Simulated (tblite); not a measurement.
C5H9FGeS.
Numbering: `[CH2:1]=[C:2]([F:3])/[C:4]([CH3:5])=[CH:6]/[S:7][GeH3:8]` (hydrogens: H9, H10 on C1; H11, H12, H13 on C5; H14 on C6; H15, H16, H17 on Ge8)

Computed with GFN2-xTB (tblite), gas phase: L-BFGS steps from a force-field or distance-geometry start until the largest atomic force falls under 0.01 eV/Å.

Step 72: E = -684.9338 eV
```
atom  x, y, z in Å  |  force x, y, z in eV/Å
C1     -2.7060    0.6409    0.7266   -0.018  -0.005   0.006
C2     -1.8913    0.5161   -0.3161   -0.032  -0.018   0.006
F3     -2.2624    1.1217   -1.4727    0.009   0.004  -0.013
C4     -0.6067   -0.1729   -0.3789    0.010   0.036   0.021
C5     -0.1825   -0.9187    0.8479    0.002  -0.010   0.006
C6      0.1164   -0.0962   -1.5038   -0.007  -0.017   0.007
S7      1.7227   -0.7694   -1.7881   -0.021  -0.009  -0.012
Ge8     2.8986    0.1472   -0.1517    0.053   0.014  -0.048
H9     -2.4930    0.2012    1.6805    0.040  -0.002  -0.013
H10    -3.6202    1.2008    0.6372    0.019  -0.014  -0.026
H11    -1.0119   -1.5194    1.2156    0.008   0.019   0.025
H12     0.6440   -1.5897    0.6211    0.018  -0.002  -0.040
H13     0.1295   -0.2354    1.6392   -0.016   0.002   0.007
H14    -0.2793    0.3764   -2.3894   -0.002   0.024   0.007
H15     2.1598    1.3450    0.3637    0.007   0.009   0.005
H16     3.1530   -0.8005    0.9883    0.002  -0.005   0.025
H17     4.2224    0.5648   -0.7292   -0.071  -0.026   0.038
```

Step 73: E = -684.9344 eV
```
atom  x, y, z in Å  |  force x, y, z in eV/Å
C1     -2.7087    0.6419    0.7271   -0.025  -0.030   0.006
C2     -1.8964    0.5112   -0.3166   -0.020   0.009   0.008
F3     -2.2722    1.1077   -1.4765    0.007   0.005  -0.014
C4     -0.6070   -0.1697   -0.3774   -0.011   0.019   0.006
C5     -0.1807   -0.9175    0.8473   -0.001   0.001  -0.005
C6      0.1153   -0.0896   -1.5026   -0.005  -0.016   0.005
S7      1.7220   -0.7601   -1.7898   -0.011  -0.006  -0.009
Ge8     2.9034    0.1460   -0.1509    0.017   0.010  -0.038
H9     -2.4933    0.2069    1.6824    0.051  -0.003   0.000
H10    -3.6272    1.1945    0.6374    0.023  -0.008  -0.037
H11    -1.0095   -1.5192    1.2146    0.009   0.019   0.029
H12     0.6461   -1.5872    0.6169    0.012   0.001  -0.031
H13     0.1313   -0.2342    1.6383   -0.010  -0.003   0.016
H14    -0.2817    0.3835   -2.3876    0.000   0.021   0.013
H15     2.1740    1.3513    0.3622    0.013   0.004   0.001
H16     3.1467   -0.8010    0.9920    0.001  -0.008   0.024
H17     4.2307    0.5475   -0.7267   -0.049  -0.014   0.027
```

Step 74: E = -684.9348 eV
```
atom  x, y, z in Å  |  force x, y, z in eV/Å
C1     -2.7106    0.6420    0.7277   -0.019  -0.044   0.001
C2     -1.9003    0.5080   -0.3172   -0.002   0.025   0.005
F3     -2.2790    1.0982   -1.4795    0.003   0.003  -0.007
C4     -0.6075   -0.1671   -0.3765   -0.021   0.001  -0.005
C5     -0.1795   -0.9165    0.8468   -0.001   0.010  -0.009
C6      0.1144   -0.0855   -1.5018   -0.006  -0.010   0.001
S7      1.7216   -0.7534   -1.7916   -0.006  -0.005  -0.003
Ge8     2.9067    0.1454   -0.1509   -0.024  -0.003  -0.010
H9     -2.4916    0.2105    1.6836    0.051  -0.001   0.007
H10    -3.6313    1.1902    0.6377    0.016  -0.003  -0.039
H11    -1.0075   -1.5192    1.2143    0.010   0.016   0.027
H12     0.6480   -1.5848    0.6134    0.002   0.009  -0.020
H13     0.1314   -0.2331    1.6382   -0.003  -0.011   0.015
H14    -0.2832    0.3880   -2.3865    0.000   0.019   0.017
H15     2.1843    1.3561    0.3610    0.017  -0.002  -0.004
H16     3.1415   -0.8013    0.9951   -0.002  -0.003   0.015
H17     4.2357    0.5348   -0.7237   -0.016  -0.001   0.009
```

Task: Estimate the geometry and energy of step 75. (The exact step hangs on the optimiser's Hessian estimate; all steps are aligned on step 74, rigid shifts and turns removed.)

Result: E = -684.9352 eV, largest force 0.055 eV/Å
```
atom  x, y, z in Å  |  force x, y, z in eV/Å
C1     -2.7123    0.6410    0.7281   -0.009  -0.046  -0.005
C2     -1.9034    0.5061   -0.3176    0.014   0.027  -0.002
F3     -2.2842    1.0913   -1.4820   -0.001   0.003   0.002
C4     -0.6085   -0.1652   -0.3760   -0.021  -0.012  -0.010
C5     -0.1789   -0.9155    0.8463    0.000   0.015  -0.010
C6      0.1136   -0.0827   -1.5012   -0.009  -0.003  -0.001
S7      1.7213   -0.7485   -1.7928   -0.005  -0.005  -0.001
Ge8     2.9088    0.1450   -0.1511   -0.050  -0.017   0.017
H9     -2.4890    0.2127    1.6844    0.044   0.002   0.008
H10    -3.6341    1.1869    0.6376    0.006  -0.002  -0.034
H11    -1.0062   -1.5186    1.2147    0.009   0.010   0.022
H12     0.6489   -1.5829    0.6103   -0.007   0.016  -0.009
H13     0.1314   -0.2323    1.6382    0.006  -0.013   0.012
H14    -0.2842    0.3914   -2.3855   -0.001   0.017   0.018
H15     2.1930    1.3598    0.3605    0.017  -0.004  -0.007
H16     3.1379   -0.8015    0.9975   -0.006   0.002   0.005
H17     4.2390    0.5251   -0.7213    0.013   0.009  -0.006
```

The energy changes by -0.0003 eV. The first-order estimate −F·Δx gives -0.0004 eV and the mean of the old and new forces, exact on a quadratic surface, -0.0003 eV. The step makes an angle of 79° with the force vector and moves no atom by more than 0.010 Å.

The cost below is that of the whole relaxation. The run took 0.88 s on one thread, Arm Neoverse V1 (aarch64), shared host.
